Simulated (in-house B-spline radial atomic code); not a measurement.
Mg. Computed with a B-spline radial atomic code. Model: all-electron spherical atom, spin shells full or empty, radial basis limit, no spin-orbit coupling: exact exchange with a local potential (Slater, KLI or optimised effective potential, whose far tail is KLI's), no correlation.

The run also made RPA and GW results, which its time includes.

The Slater potential averages the orbital exchange potentials with the orbital densities as weights, KLI adds orbital constants, and the optimised effective potential minimises the exact-exchange energy among local potentials. So their energies lie above Hartree-Fock in the order OEP, KLI, Slater. All fall off as −1/r, unlike LDA and GGA exchange.

Command:
```bash
python run_gw.py task.json out
```
Settings (lengths in bohr, energies in hartree):
```
Z                      12
electrons              12
configuration          [Ne] 3s2
hamiltonian            nr
method                 kli
lmax                   9
spin_polarised         False
box_radius             40
intervals              72
ion_configuration      [Ne] 3s1
```

Run time, properties included: 7 s on 1 thread of Arm Neoverse N1 (shared host).

Given: hamiltonian non-relativistic; mean-field start exchange-only KLI.

Computed: energy above Hartree-Fock 3.9225 millihartree; virial ratio -E/T less 1 0.000914.

| radius (bohr) | r times exchange potential (hartree bohr) |
| --- | --- |
| 0.00417 | -0.03871 |
| 0.00513 | -0.047572 |
| 0.00632 | -0.05852 |
| 0.00778 | -0.071881 |
| 0.00959 | -0.088308 |
| 0.0118 | -0.10814 |
| 0.0145 | -0.13196 |
| 0.0179 | -0.16123 |
| 0.0221 | -0.19612 |
| 0.0272 | -0.23639 |
| 0.0334 | -0.28198 |
| 0.0412 | -0.33379 |
| 0.0507 | -0.38837 |
| 0.0625 | -0.44344 |
| 0.0769 | ? |
| 0.0948 | -0.53064 |
| 0.117 | -0.54816 |
| 0.144 | -0.53902 |
| 0.177 | -0.50819 |
| 0.218 | -0.49043 |
| 0.268 | -0.54456 |
| 0.331 | -0.6718 |
| 0.407 | -0.81229 |
| 0.502 | -0.93346 |
| 0.618 | -1.0077 |
| 0.761 | ? |
| 0.937 | -0.95002 |
| 1.15 | -0.81825 |
| 1.42 | -0.64842 |
| 1.75 | -0.58344 |
| 2.16 | -0.69482 |
| 2.65 | -0.81463 |
| 3.27 | -0.90084 |
| 4.03 | -0.95494 |
| 4.96 | -0.98365 |
| 6.11 | -0.99561 |
| 7.52 | -0.99918 |

What belongs in the row 0.0769?

r times exchange potential (hartree bohr): -0.4929.

What belongs in the row 0.761?

r times exchange potential (hartree bohr): -1.0161.

```tsv
occupied	level (hartree)	Hartree-Fock level (hartree)
1s	-46.311	-49.032
2s	?	?
2p	-1.8815	-2.2822
3s	-0.25241	-0.25305
```

What belongs in the row 2s?

level (hartree): -3.1054; Hartree-Fock level (hartree): -3.7677.

| empty | level (hartree) |
| --- | --- |
| 3p | -0.13535 |
| 4s | -0.082398 |
| 4p | ? |
| 3d | -0.057072 |

What belongs in the row 4p?

level (hartree): -0.057187.

The highest level, 3s, differs from Hartree-Fock by +0.017 eV and the deepest, 1s, by +74 eV: a local potential can match the highest level but can't give each shell its own exchange.
